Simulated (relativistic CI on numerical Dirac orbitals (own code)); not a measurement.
# Mo⁴⁺: L2,3 absorption edge

Computed with this model: Dirac-Coulomb-Breit CI, separate exchange-only KLI orbitals for each configuration, model QED, valence Slater integrals scaled by 0.8, multiplet model of core-to-valence dipole absorption; configurations [Kr] 4d2 → [He] 2s2 2p5 3s2 3p6 3d10 4s2 4p6 4d3; 10 K; Lorentzian 0.96 eV and Gaussian 0.5 eV FWHM. Energies are those of the free ion, without screening or charge transfer. The branching ratio is the share of the lower-energy edge in the whole absorption, uncertain by about 0.02 where the edges overlap. S is read from ⟨S²⟩ = S(S + 1).

Field parameters in Wybourne normalisation: D3d B²₀ = −7Dσ, B⁴₀ = −14Dq − 21Dτ, B⁴₃ = −14√(10/7) Dq. The field is a parameter set, without covalency.

free ion: ground-state S = 0.99, centroid 2551.98 eV, branching ratio 0.775. Peaks (eV, height): 2528.6 (100), 2631.8 (17), 2633.7 (19).

D3d, 10Dq = 34800, Dσ = -1200, Dτ = -20 cm⁻¹: ground-state S = 1.00, centroid 2560.43 eV, branching ratio 0.699. Peaks (eV, height): 2525.4 (37), 2526.7 (80), 2529.5 (84), 2530.8 (100), 2630.1 (22), 2631.9 (36), 2634.3 (35), 2635.7 (32).

D3d, 10Dq = 34800, Dσ = -170, Dτ = -20 cm⁻¹: ground-state S = 1.00, centroid 2559.24 eV, branching ratio 0.710. Peaks (eV, height): 2525.2 (38), 2526.7 (77), 2529.6 (75), 2530.7 (100), 2629.9 (19), 2631.9 (27), 2634.3 (30), 2635.4 (31).

The statistical ratio of this edge is 2/3 = 0.667. Values above it arise where the holes sit mainly in the j = l + 1/2 valence subshell or the ground state has high spin; values below it where core-valence Coulomb terms move weight to the upper edge, as in nearly empty shells. At deep edges of heavy elements the radial integrals of the two core levels differ, which raises the baseline.

Strongest unbroadened transitions for free ion:

```csv
Energy (eV),Relative strength
2526.77,16.3
2526.87,14.9
2526.96,9.8
2527.34,27.7
2528.35,14.5
2528.42,100.0
2528.48,27.9
2528.50,10.2
2528.71,67.1
2528.85,23.1
2528.87,70.8
2529.21,11.1
2529.35,10.8
2631.53,24.1
2631.90,19.5
2633.49,10.9
2633.68,11.7
2633.71,18.5
```
